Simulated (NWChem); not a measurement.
Everything below was run with NWChem. System: silanone (H₂OSi), charge 0, spin multiplicity 1, at a geometry optimised with PBE0/def2-SVP. Level: CCSD linear response/aug-cc-pVDZ, 6 core orbitals frozen.

Input file:

```
start mol
memory heap 100 mb stack 700 mb global 1900 mb
geometry units angstroms nocenter noautoz
  Si     0.000000     0.000000     0.440978
  O      0.000000     0.000000    -1.091069
  H     -1.235351     0.000000     1.277428
  H      1.235351     0.000000     1.277428
  symmetry group C2v
end
basis spherical
  * library aug-cc-pvdz
end
scf
  rhf
  nopen 0
  maxiter 100
  thresh 1e-7
  semidirect memsize 60000000 filesize 0
end
tce
  freeze core 6
  ccsd
  thresh 1e-6
  tilesize 24
end
set tce:lineresp T
set tce:afreq 0.0773
set tce:respaxis T T T
task tce energy
```

Output (cleaned and shortened):

```
             Northwest Computational Chemistry Package (NWChem) 7.3.0
             --------------------------------------------------------

                                NWChem Input Module
                                -------------------

 Scaling coordinates for geometry "geometry" by  1.889725989
 (inverse scale =  0.529177249)

 Turning off AUTOSYM since
 SYMMETRY directive was detected!

                             Geometry "geometry" -> ""
                             -------------------------

 Output coordinates in angstroms (scale by  1.889725989 to convert to a.u.)

  No.       Tag          Charge          X              Y              Z
 ---- ---------------- ---------- -------------- -------------- --------------
    1 Si                  14.0000     0.00000000     0.00000000     0.44097800
    2 O                    8.0000     0.00000000     0.00000000    -1.09106900
    3 H                    1.0000    -1.23535100     0.00000000     1.27742800
    4 H                    1.0000     1.23535100     0.00000000     1.27742800

 Effective nuclear repulsion energy (a.u.)      52.0007935892

            Nuclear Dipole moment (a.u.)
            ----------------------------
        X                 Y               Z
 ---------------- ---------------- ----------------
     0.0000000000     0.0000000000    -0.0000075589

      Symmetry information
      --------------------

 Group name             C2v
 Group number             16
 Group order               4
 No. of unique centers     3

      Symmetry unique atoms

     1    2    3


 Summary of "ao basis" -> "" (spherical)
 ------------------------------------------------------------------------------
       Tag                 Description            Shells   Functions and Types
 ---------------- ------------------------------  ------  ---------------------
 *                        aug-cc-pvdz                 on all atoms

 Summary of "ao basis" -> "ao basis" (spherical)
 ------------------------------------------------------------------------------
       Tag                 Description            Shells   Functions and Types
[...]
   11          0.0085551807302     0.2     0.2
   12          0.0053675314661     0.2     0.2
   13          0.0037226673626     0.2     0.2
   14          0.0027000194938     0.2     0.2
   15          0.0020078323135     0.2     0.2
   16          0.0007240121942     0.2     0.2
   17          0.0004509371311     0.2     0.2
   18          0.0003256869630     0.2     0.2
   19          0.0002516446479     0.2     0.2
   20          0.0001968152244     0.2     0.2
   21          0.0000474877651     0.2     0.2
   22          0.0000256695228     0.2     0.2
   23          0.0000169524698     0.2     0.2
   24          0.0000119189261     0.2     0.2
   25          0.0000087561874     0.2     0.2
   26          0.0000042323809     0.2     0.2
   27          0.0000028246719     0.2     0.2
   28          0.0000021289685     0.2     0.2
   29          0.0000016616126     0.2     0.2
   30          0.0000013129647     0.2     0.2
   31          0.0000002446242     0.2     0.2
 ---------------------------------------------
 Iterations converged

 Frequency =      -0.0773000 / au

 CCSD-LR iterations
 ---------------------------------------------
 Iter          Residuum            Cpu    Wall
 ---------------------------------------------
    1          1.0702751921217     0.2     0.2
    2          1.9152791863335     0.2     0.2
    3          0.6159814149196     0.2     0.2
    4          0.7679922482375     0.2     0.2
    5          0.5230244434390     0.2     0.2
    6          0.0577168477779     0.2     0.2
    7          0.0285766106022     0.2     0.2
    8          0.0170832789802     0.2     0.2
    9          0.0135463319652     0.2     0.2
   10          0.0098709584016     0.2     0.2
   11          0.0008056631080     0.2     0.2
   12          0.0004958022479     0.2     0.2
   13          0.0002597983886     0.2     0.2
   14          0.0002318949301     0.2     0.2
   15          0.0001690574907     0.2     0.2
   16          0.0000228719407     0.2     0.2
   17          0.0000124756899     0.2     0.2
   18          0.0000075594803     0.2     0.2
   19          0.0000059752644     0.2     0.2
   20          0.0000042777445     0.2     0.2
   21          0.0000003725165     0.2     0.2
 ---------------------------------------------
 Iterations converged

 CCSD-LR dipole moments / hartree & Debye
 --------------------------------
 X       0.0000000      0.0000000
 Y       0.0000000      0.0000000
 Z      -1.4522100     -3.6911776
 --------------------------------

 CCSD Linear Response polarizability / au
 Frequency  =       0.0773000 / au
 Wavelength =     589.4353558 / nm
 -------------------------------------------------------|-----------------------------------------------
                     atomic units (bohr^3)              |                   angstroms^3
                  X              Y              Z       |             X              Y              Z
 -------------------------------------------------------|-----------------------------------------------
 X           32.3468732     -0.0000000     -0.0000000   |      4.7933131     -0.0000000     -0.0000000
 Y           -0.0000000     26.3678791     -0.0000000   |     -0.0000000      3.9073174     -0.0000000
 Z           -0.0000000     -0.0000000     39.6680729   |     -0.0000000     -0.0000000      5.8782032
 -------------------------------------------------------|-----------------------------------------------
 Eigs =      32.3468732     26.3678791     39.6680729   |      4.7933131      3.9073174      5.8782032
 Isotropic   =              32.7942751                  |                     4.8596112
 Anisotropic =              11.5378397                  |                     1.7097318
 -------------------------------------------------------|-----------------------------------------------

 Task  times  cpu:       50.0s     wall:       50.0s

 Total times  cpu:       50.0s     wall:       50.0s
```
